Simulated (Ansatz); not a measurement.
```yaml
crystal:
  periodic: [false, false, false]
  atoms:
    - {symbol: N, position_ang: [-1.249506, 2.115762, -3.008560]}
    - {symbol: Al, position_ang: [0.722302, 0.268748, -1.061873]}
    - {symbol: O, position_ang: [3.667296, -0.333099, -2.190798]}
    - {symbol: Si, position_ang: [-0.777844, -1.298390, 3.020203]}
    - {symbol: H, position_ang: [-0.756727, 2.821750, -4.706521]}
    - {symbol: H, position_ang: [-3.032750, 2.611043, -2.570576]}
    - {symbol: H, position_ang: [4.901673, -1.309714, -1.309584]}
    - {symbol: H, position_ang: [-0.699844, -4.113455, 3.144011]}
    - {symbol: H, position_ang: [-3.431187, -0.510117, 3.545031]}
    - {symbol: H, position_ang: [0.813814, -0.349280, 5.144337]}
basis:
  gaussian: {orbitals: def2-SVPD}
hamiltonian: {xc: {name: B2PLYP}}
output: {forces: true}
```

```sh
$ ansatz run in.yaml --threads 2 --pin off --events-out ev --progress --plain --max-ram 4352MiB
```

It prints (some lines left out):

```
Functional definition: B2PLYP
1331 factors; integrals over basis functions are off by at most 4.4e-4 eV
mean field evaluation 1: about -18028.7575 eV, gradient 8.8e1 eV
mean field evaluation 2: about -18028.7692 eV, gradient 8.8e1 eV
mean field evaluation 4: about -17940.2547 eV, gradient 8.3e1 eV
mean field evaluation 8: about -18046.3847 eV, gradient 4.9e1 eV
mean field evaluation 16: about -18054.8111 eV, gradient 8.7e-1 eV
mean field evaluation 32: about -18054.8805 eV, gradient 2.3e-6 eV
mean field -18054.88051761 eV, -663.5046209845 hartree, gradient 2.3e-6 eV, S^2 0.000000; 7 other end points of the search recorded, 0 dependent functions left out; unrestricted orbitals would lower it
12 core orbitals not correlated: weight in the atoms' cores, before any rotation towards them, 1.000 or more for the frozen orbitals, at most 0.000 for the correlated occupied ones
reference -18054.88083342 eV, -663.5046325906 hartree; 12, 12 occupied and 115, 115 virtual orbitals, 1331 factors
second order -42.86169780 eV of doubles, -0.00000000 eV of singles
Total energy: -18066.45349183 eV, -663.9299199428 hartree
Atom 0 at    -1.249506     2.115762    -3.008560 Å, force    -2.452153     1.914988    -2.589475 eV/Å
Atom 1 at     0.722302     0.268748    -1.061873 Å, force     1.064687    -0.371464     0.068666 eV/Å
Atom 2 at     3.667296    -0.333099    -2.190798 Å, force     2.046146    -1.836398     1.895845 eV/Å
Atom 3 at    -0.777844    -1.298390     3.020203 Å, force    -0.774826    -0.658868     1.884707 eV/Å
Atom 4 at    -0.756727     2.821750    -4.706521 Å, force    -2.130762    -1.016523     3.891711 eV/Å
Atom 5 at    -3.032750     2.611043    -2.570576 Å, force     4.207182    -0.500922    -1.975549 eV/Å
Atom 6 at     4.901673    -1.309714    -1.309584 Å, force    -2.587233     2.015524    -1.815566 eV/Å
Atom 7 at    -0.699844    -4.113455     3.144011 Å, force    -0.063018     1.448112    -0.039126 eV/Å
Atom 8 at    -3.431187    -0.510117     3.545031 Å, force     1.543922    -0.492730    -0.244286 eV/Å
Atom 9 at     0.813814    -0.349280     5.144337 Å, force    -0.853944    -0.501719    -1.076928 eV/Å
Dipole moment:    -0.652851     1.568230    -2.694926 e Å
```

In this input the coordinates are in bohr but typed as ångström. The run converged. The result belongs to that input, not to the molecule as meant.
